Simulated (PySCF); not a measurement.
FeHO, SMILES [OH][Fe] (connectivity only; charge and spin as stated), neutral, multiplicity 6.

Geometry: B3LYP-D3(BJ)/def2-TZVP. The geometry has at least one imaginary mode, so it is a saddle point at that level. The multiplicity is an assumed one; other spin states were not compared.

These are B3LYP/def2-TZVPD (PySCF) values and carry that method's errors.

Gas-phase values at a fixed geometry.

```
Property                                                          Result
-----------------------------------------------  -----------------------
total energy                                         -1339.59201 hartree
point group                                                          C∞v
α spin, highest occupied and lowest empty level       -5.19 and -0.57 eV
β spin, highest occupied and lowest empty level       -6.89 and -3.17 eV
dipole moment                                                     0.20 D
mean static polarisability                          51.7 bohr³ (7.66 Å³)
polarisability, principal values                  49.5, 49.5, 56.1 bohr³
⟨S²⟩                                             8.755 (pure state 8.75)
```
